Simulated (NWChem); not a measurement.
System: SiHF3; SMILES F[SiH](F)F

Input file for NWChem:

```
start job
memory heap 200 mb stack 900 mb global 1100 mb
geometry units angstroms noautosym nocenter noautoz
  Si     0.000000     0.000000     0.327466
  F      1.443054    -0.384711    -0.243129
  F     -1.054697    -1.057366    -0.243129
  F     -0.388357     1.442077    -0.243129
  H      0.000000     0.000000     1.793609
end
basis spherical
  Si library 6-31+g*
  F library 6-31+g*
  H library 6-31+g*
end
dft
  xc xpbe96 cpbe96
  iterations 150
end
property
  response 1 0.0
end
task dft property
```

All runs use the structure optimised with PBE0/def2-SVP.

Static field.

Problem. Give the results of this calculation. (PBE/6-31+G* (spherical d).) Quantities: isotropic polarisability (bohr³); anisotropy (bohr³).

Solution. 
| Item | Result |
|---|---|
| isotropic polarisability (bohr³) | 23.3 |
| anisotropy (bohr³) | 0.4 |
